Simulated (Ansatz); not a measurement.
C2H2BFO (`C#CB(O)F`), relaxed with RKS PBE0-D4/def2-TZVP in Ansatz 0.2.0 from a PBE-D4/def2-SVP geometry. The force threshold is 0.005 eV/Å; the program also tests the step.

The species carries charge 0 and has multiplicity 1.

Start:

```xyz
7

C     0.492    1.484    0.978
C     0.036    0.458    0.481
B    -0.508   -0.823   -0.178
O    -0.070   -1.272   -1.384
F    -1.450   -1.547    0.436
H     0.886    2.387    1.426
H     0.613   -0.688   -1.759
```

By how much does the energy fall, and how many steps does the optimiser take? (An estimate is asked.)

Computed: 4.57 kJ/mol, in 6 steps.

Which bonds change most? (An estimate is asked.)

The calculation gave: C1–C2 from 1.228 to 1.204 Å; C1–H6 from 1.083 to 1.066 Å; O4–H7 from 0.974 to 0.960 Å; B3–F5 from 1.337 to 1.323 Å.

Give the relaxed structure. (Estimate.)

The calculation gave: 
```xyz
7

C     0.484    1.469    0.972
C     0.039    0.463    0.483
B    -0.501   -0.812   -0.175
O    -0.067   -1.257   -1.371
F    -1.433   -1.525    0.436
H     0.870    2.358    1.415
H     0.608   -0.696   -1.760
```
